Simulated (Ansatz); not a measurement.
System: boron monoxide dimer, B$_{2}$O$_{2}$, net charge 0, singlet state. 
Geometry from a B3LYP-D3(BJ)/def2-TZVP (Ansatz, an electronic-structure program) optimisation:
SMILES: O=BB=O
```xyz
4

O      0.0000     0.0000    -2.0159
B      0.0000     0.0000    -0.8179
B      0.0000     0.0000     0.8179
O      0.0000     0.0000     2.0159
```

Basis-set convergence of Hartree-Fock and CCSD correlation energies (hartree) with Ansatz. Valence correlation only, unless marked. Spin-orbit coupling is left out. Non-relativistic.

```csv
basis,functions,E(HF),"E(corr, CCSD)"
aug-cc-pVDZ,92,-199.20737,-0.54369
aug-cc-pVTZ,184,___,___
```

### Question
Complete the blanks.

### Answer

- aug-cc-pVTZ, E(HF): -199.25626
- aug-cc-pVTZ, E(corr, CCSD): -0.64648
